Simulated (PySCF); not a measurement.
A small calculation by hand: oscillator strength and radiative lifetime

Cl2H6Si3, SMILES [SiH2]([SiH](Cl)Cl)[SiH3].

Geometry: B3LYP-D3(BJ)/def2-SVP. Other conformers were not sampled.

TDA-PBE/def2-SVPD (PySCF) puts the first singlet state with f over 0.02 at 6.41 eV (vertical), with the transition dipole (0.848, 0.136, -0.048) in atomic units.

Problem. Find the oscillator strength, the wavelength and the radiative lifetime that this transition would have in vacuum if emission retraced absorption.

Solution. 
|μ|² = 0.7399 au, so |μ| = 2.19 D. ΔE = 6.41/27.211 = 0.2356 hartree. f = (2/3) ΔE |μ|² = 0.116 (the program prints 0.116).
λ = 1239.84/6.41 = 193 nm; ν = 51700 cm⁻¹.
Einstein's coefficient A = 0.6670 ν² f s⁻¹ (ν in cm⁻¹) = 2.1e8 s⁻¹, so τ = 1/A = 4.8 ns. This state is S5; the lower singlets have f = 0.020, 0.006, 0.008, 0.003. The figure is the radiative limit of this one transition; relaxation, internal conversion, crossing to triplets and a medium change what is measured.
